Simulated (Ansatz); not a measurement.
Frontier orbitals of CHBCl2O (`ClC1(Cl)BO1`).

Z-matrix (Å, degrees):
```
C
Cl 1 1.741
B 1 1.506 2 123.0
Cl 1 1.741 2 112.8 3 -167.6
O 1 1.451 2 113.7 3 61.1
H 3 1.180 1 160.1 2 -83.2
```

Total charge 0; spin multiplicity 1. The structure was optimised at the PBE0-D4/def2-TZVP level. Basis def2-TZVPP, Ansatz 0.2.0.

| functional | HOMO (eV) | LUMO (eV) | gap (eV) |
| --- | --- | --- | --- |
| LDA (SPW92) | -6.99 | -2.68 | 4.31 |
| PBE | -6.82 | -2.37 | 4.45 |
| BLYP | -6.70 | -2.22 | 4.48 |
| B97M-V | -7.16 | -2.05 | 5.11 |
| PBE0 | -8.15 | -1.36 | 6.79 |
| HSE06 (plane-wave form) | -7.75 | -1.74 | 6.01 |
| CAM-B3LYP | -9.55 | -0.22 | 9.33 |
| LC-ωPBE | -10.91 | 1.03 | 11.94 |
| ωB97M-V | -10.38 | 0.69 | 11.07 |

A quarter of exact exchange (PBE0) shifts PBE's HOMO by −1.33 eV and its LUMO by +1.01 eV; full exchange at long range (ωB97M-V) shifts them by −3.56 and +3.06 eV. The gap opens from 4.45 to 11.07 eV, since occupied levels lose self-interaction and empty ones feel all the electrons. A positive LUMO is unbound and depends on the basis.

LC-ωPBE has ω = 0.4 bohr⁻¹.
